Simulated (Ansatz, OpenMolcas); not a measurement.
**C4H4Si (SMILES C#C[SiH2]C#C): methods side by side**

C4H4Si has 9 atoms, charge 0, and is taken as a singlet. SMILES: `C#C[SiH2]C#C`. The coordinates come from a PBE0-D4/def2-TZVP relaxation.

Quantity: the vertical ionisation energy (to the doublet cation), in eV. The values are calculated.

```
            level                    kind     program  value (eV)  CPU time (all runs)
    SVWN5/cc-pVDZ                     LDA      Ansatz        9.79                  5 s
      PBE/cc-pVDZ                     GGA      Ansatz        9.64                9.7 s
   r2SCAN/cc-pVDZ                meta-GGA      Ansatz        9.81                 20 s
   M06-2X/cc-pVDZ         hybrid meta-GGA  OpenMolcas       10.49              4.3 min
CAM-B3LYP/cc-pVDZ  range-separated hybrid      Ansatz       10.33                 17 s
   B2PLYP/cc-pVDZ           double hybrid      Ansatz       10.23                 32 s
  RPA@PBE/cc-pVDZ                     RPA      Ansatz        9.88                 18 s
     CCSD/cc-pVDZ   coupled cluster or CI      Ansatz       10.56                 68 s
```

The values span 9.64 to 10.56 eV. Times are those of the runs behind each value, whatever else they computed, on shared processors of several kinds: orders of magnitude only.
